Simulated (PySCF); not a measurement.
From one molecule to another.

First species: C9H9Cl.
Structure used (GFN2-xTB), in Å, numbered top down from 1:
```xyz
19
C9H9Cl angstrom
C      1.4698    2.0517   -2.2476
C      0.5105    1.4696   -1.8148
C     -0.6687    0.8539   -1.3608
Cl    -2.1079    1.5997   -2.0117
C     -0.7071   -0.1956   -0.5121
C     -1.9572   -0.7686   -0.0648
C     -2.0977   -1.7650    0.8067
C      0.6001   -0.7394    0.0119
C      0.9010   -0.1323    1.3511
C      1.9638    0.6064    1.6035
H      2.3278    2.5387   -2.6046
H     -2.8452   -0.3225   -0.4919
H     -1.2665   -2.2608    1.2782
H     -3.0753   -2.1210    1.0827
H      1.4062   -0.5054   -0.6841
H      0.5252   -1.8247    0.1073
H      0.1650   -0.3195    2.1215
H      2.7017    0.8130    0.8460
H      2.1446    1.0312    2.5761
```

Second species: C9H9OP.
SMILES: `O=CC1=C(C2CC2)C=CP=C1`

Levels: PBE0/pcSseg-1 for dipole moment, HOMO energy, LUMO energy and HOMO–LUMO gap; GFN2-xTB for rotational constant A and rotational constant C. Geometries: GFN2-xTB. Each species is one conformer at its optimised geometry, gas phase, non-relativistic unless stated. Electronic properties by PySCF.

Dipoles, sizes and rotational constants follow the conformer. The torsions of the flexible species, by atom-mapped SMILES:
- `[CH:1]#[C:2]/[C:3]([Cl:4])=[C:5](/[CH:6]=[CH2:7])[CH2:8][CH:9]=[CH2:10]`: C3–C5–C6–C7 -177°, C3–C5–C8–C9 96°, C5–C8–C9–C10 -119°
- `[O:1]=[CH:2][c:3]1[cH:4][p:5][cH:6][cH:7][c:8]1[CH:9]1[CH2:10][CH2:11]1`: O1–C2–C3–C4 -3°, C7–C8–C9–C10 112°

Values for the first species:

```
Dipole moment         : 1.69 D
HOMO energy           : -6.60 eV
LUMO energy           : -1.86 eV
HOMO–LUMO gap         : 4.74 eV
Rotational constant A : 1.262 GHz
Rotational constant C : 0.604 GHz
```

(1) Estimate the same properties for the second species, and the change in each.

## Answers

(1) 
```tsv
property	first	second	second less first
dipole moment	1.69 D	4.12 D	+2.43 D
HOMO energy	-6.60 eV	-7.27 eV	-0.67 eV
LUMO energy	-1.86 eV	-2.27 eV	-0.41 eV
HOMO–LUMO gap	4.74 eV	5.00 eV	+0.26 eV
rotational constant A	1.262 GHz	1.319 GHz	+0.057 GHz
rotational constant C	0.604 GHz	0.532 GHz	-0.072 GHz
```

On the first: The dipole equals about 5.6 × 10⁻³⁰ C·m (1 D = 3.33564 × 10⁻³⁰ C·m).

On the second: The dipole matches unit charges of opposite sign 0.86 Å apart (1 e·Å = 4.8032 D). A dipole of 4.12 D is allowed in C1, and pure rotational transitions are dipole-allowed.
